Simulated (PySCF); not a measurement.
**Calcium: a sound run and one with changed settings**

Sound run: Ca [Ar] 4s2, Ca⁺ [Ar] 4s1. Computed with PySCF 2.14 in cc-pVDZ-X2C, with scalar relativity by spin-free X2C-1e. In the sound run the correlated levels freeze [Ar]. The sound run starts from symmetry-adapted Hartree-Fock orbitals and uses a fine grid where one is needed.

Changed run: basis STO-3G, all-electron and non-relativistic. This setting is unsound on purpose.

```csv
species,method,sound run (hartree),changed run (hartree),converged
Ca,UHF,-679.62917,-669.98887,yes
Ca,TPSS,-680.46427,-670.72692,yes
Ca,LDA,-678.57927,-668.82713,yes
Ca,MP2,-679.64649,-670.00456,yes
Ca,CCSD(T),-679.65703,-670.01744,yes
Ca⁺,UHF,-679.44005,-669.84136,yes
Ca⁺,TPSS,-680.24282,-670.53748,yes
Ca⁺,LDA,-678.34871,-668.62561,yes
```

Ionisation energy of Ca:

```json
{"method": "UHF", "sound run (eV)": "5.146", "changed run (eV)": "4.014"}
{"method": "TPSS", "sound run (eV)": "6.026", "changed run (eV)": "5.155"}
{"method": "LDA", "sound run (eV)": "6.274", "changed run (eV)": "5.484"}
{"method": "MP2", "sound run (eV)": "5.617", "changed run (eV)": "4.441"}
{"method": "SCS-MP2", "sound run (eV)": "5.712", "changed run (eV)": "4.526"}
{"method": "CCSD", "sound run (eV)": "5.904", "changed run (eV)": "4.791"}
{"method": "CCSD(T)", "sound run (eV)": "5.904", "changed run (eV)": "4.791"}
{"method": "CCSDT", "sound run (eV)": "5.904", "changed run (eV)": "4.791"}
{"method": "FCI", "sound run (eV)": "5.904", "changed run (eV)": "4.791"}
```

A minimal basis cannot let orbitals breathe on ionisation and holds almost no correlation. The Hamiltonian changed with the basis, so the totals do not compare.

For comparison, NIST gives 6.113 eV between the lowest levels.
